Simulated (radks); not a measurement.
Values are calculated unless marked as measured or tabulated.
Species: In IV. Configuration: [Kr] 4d10 (the NIST ground configuration). Level of theory: Dirac Kohn-Sham, PBE, spin-unpolarised, spherical densities, point nucleus (a radial shooting solver on a logarithmic mesh with Libxc functionals).

Normalised radial functions P(r) = r R(r) (large component), r in bohr:

r,4d3/2
0.002562,0.0000
0.003336,0.0001
0.004309,0.0001
0.00561,0.0003
0.007306,0.0006
0.009513,0.0012
0.01239,0.0023
0.016,0.0046
0.02083,0.0091
0.02713,0.0178
0.03533,0.0339
0.046,0.0624
0.05942,0.1084
0.07737,0.1813
0.1007,0.2819
0.1312,0.3989
0.1695,0.4954
0.2207,0.5187
0.2873,0.3971
0.3741,0.0972
0.4872,-0.3306
0.6293,-0.7360
0.8195,-0.9833
1.067,-0.9747
1.389,-0.7669
1.809,-0.4860
2.337,-0.2488
3.043,-0.0932
3.963,-0.0234

4d3/2: eigenvalue -48.409 eV, 1 radial node at r = 0.399 bohr, <r> = 1.14 bohr, 90 % of the charge inside 1.78 bohr.
